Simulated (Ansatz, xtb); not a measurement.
A geometry optimisation of ClH2SiSn2− with r2SCAN-D4/def2-SVPD

The starting geometry of this gas-phase singlet was built from a drawn formula by distance geometry and a force field; its bonds are those of `[Si-]#[Sn][SnH2][Cl]`.

```xyz
6

Cl    1.9972   -1.6715   -1.1533
Si    0.2150    3.8669    0.8006
Sn    0.1304    1.9322   -0.1714
Sn   -0.0425   -0.5602   -1.4075
H    -1.3171   -1.5228   -0.6030
H    -0.4030   -0.3545   -3.1031
```

**Question.** Where would you expect an optimisation with r2SCAN-D4/def2-SVPD to take it?

**Answer.** A new bond forms, giving a structure given below by its coordinates. Distances that change by over a tenth: Cl1–Sn4 (2.34 → 2.60 Å), Si2–Sn3 (2.17 → 2.48 Å), Sn3–Sn4 (2.79 → 3.27 Å). Contacts that close: Si2–Sn4 (4.95 → 2.52 Å).

The energy falls by 1.34 eV over 26 steps:

| step | E − E(last) (eV) |
| --- | --- |
| 1 | 1.345 |
| 4 | 0.860 |
| 7 | 0.850 |
| 9 | 0.838 |
| 12 | 0.755 |
| 15 | 0.646 |
| 18 | 0.335 |
| 20 | 0.057 |
| 23 | 0.001 |
| 26 | 0.000 |

Final geometry (Å):

```tsv
atom	x (Å)	y (Å)	z (Å)
Cl	1.7613	-1.0919	-0.9804
Si	-0.4438	2.3830	-0.1506
Sn	1.8780	1.6533	0.3478
Sn	-0.5303	0.1169	-1.2438
H	-1.4651	-1.2322	-0.6389
H	-0.6203	-0.1390	-2.9719
```

From the same start GFN2-xTB ends elsewhere, differing in Sn3–Sn4 (3.46 against 3.27 Å here), Sn4–H5 (2.44 against 1.75 Å here), Sn4–H6 (2.44 against 1.75 Å here).

No frequencies were run, so the end isn't proven a minimum. Atoms past krypton carry core potentials, without spin–orbit terms. Run with Ansatz 0.2.0, 67 s on 2 threads of Intel(R) Xeon(R) 6975P-C (Granite Rapids) (shared host).
